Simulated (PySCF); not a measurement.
Structure and specific rotation at 589.3 nm (origin-invariant length gauge)

Computed with PySCF 2.14.0, TDDFT CAM-B3LYP/def2-SVPD circular dichroism and optical rotation, one conformer, gas phase. Geometry: GFN2-xTB.

Each molecule in one low-energy conformer. The parent is C[S@+]1[SiH2]C[Si@@H]1F.

Problem. How does the specific rotation at 589.3 nm (origin-invariant length gauge) change along this series?
- C[S@+]1[SiH2]C[Si@@H]1F (base)
- C[S@@+]1[SiH2]C[Si@@H]1F (diastereomer)

Solution. 
```
                molecule  [α]589 (deg dm⁻¹ (g/mL)⁻¹)  S1 (eV)  R(S1), velocity form (10⁻⁴⁰ esu² cm²)
 C[S@+]1[SiH2]C[Si@@H]1F                       -24.4     6.26                                  -14.3
C[S@@+]1[SiH2]C[Si@@H]1F                       +11.9     6.44                                  -17.6
```
The specific rotation at 589.3 nm (origin-invariant length gauge) is lowest for C[S@+]1[SiH2]C[Si@@H]1F and highest for C[S@@+]1[SiH2]C[Si@@H]1F.
